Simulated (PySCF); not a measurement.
Polarisability and C₆ of Ge⁻ (germanium, charge -1)

[Ar] 3d10 4s2 4p3, high-spin 4S determinant. All numbers are calculated (PySCF 2.14, a scalar-relativistic core potential, in aug-cc-pwCVDZ-PP with ECP10MDF (6s5p4d1f, 48 functions)). Coupled (time-dependent) response in atomic units; α is the mean over directions. A double-zeta set is small for polarisabilities.

| method | mean α (bohr³) | C₆ (like pair) | S(−4) |
| --- | --- | --- | --- |
| UHF | 102.7 | 1406 | 5413 |
| BHandHLYP | 107.1 | 1459 | 6478 |

S(−4) is the Cauchy moment in α(ω) = α(0) + S(−4) ω² + …

α(iu) at BHandHLYP:

| u (hartree) | α(iu) (bohr³) |
| --- | --- |
| 0 | 107.1 |
| 0.0500 | 94.06 |
| 0.100 | 73.52 |
| 0.200 | 46.22 |
| 0.300 | 30.84 |
| 0.500 | 15.74 |
| 0.750 | 8.367 |
| 1.00 | 5.205 |
| 1.50 | 2.659 |
| 2.00 | 1.678 |
| 3.00 | 0.9140 |
| 5.00 | 0.4453 |

A single London oscillator, α(iu) = α/(1 + u²/ω²), gives C₆ = (3/4) ω α². Matching the computed C₆ needs ω = 4 × 1459 / (3 × 107.1²) = 0.170 hartree.

For an ion, C₆ is the dispersion term alone; charge-induced terms of lower order in 1/R come first.

Energies and moments cover only the electrons outside the core potential.
